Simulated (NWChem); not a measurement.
## Lowest excitation of CH3Be (+1)

SMILES: [Be+][CH3]
```xyz
5

Be     0.7087    -1.0058     0.0000
C     -0.2423     0.3438     0.0000
H     -0.8848     0.3545     0.8992
H     -0.8848     0.3545    -0.8992
H      0.3883     1.2515     0.0000
```
Charge +1, spin multiplicity 1.

All runs are NWChem calculations. Structure: optimised with PBE0/def2-SVP, a minimum by its harmonic frequencies.

Basis set: def2-SVPD.

```csv
method,lowest vertical singlet excitation energy (eV),relative cost,difference from EOM-CCSD
TD-CAM-B3LYP,4.34,4,-0.01
CIS,4.92,1,+0.57
TD-PBE,4.15,under 3,-0.20
EOM-CCSD,4.35,under 3,0.00
TD-B3LYP,4.21,under 3,-0.14
```

The values span 0.77 eV, from TD-PBE (lowest) to CIS (highest). The cost column gives rough processor time relative to CIS; each entry includes its own SCF.

The correlated methods keep 2 core orbitals frozen. B3LYP has NWChem's definition, with VWN1-RPA local correlation. GW and range-separated runs recompute their integrals, the others keep them in memory, which bears on the times. The spin multiplicity of the parent species was assumed, not shown to be that of its ground state. The structure started from a generated list of species. Coupled-cluster values serve here as a point of comparison, not as the truth.
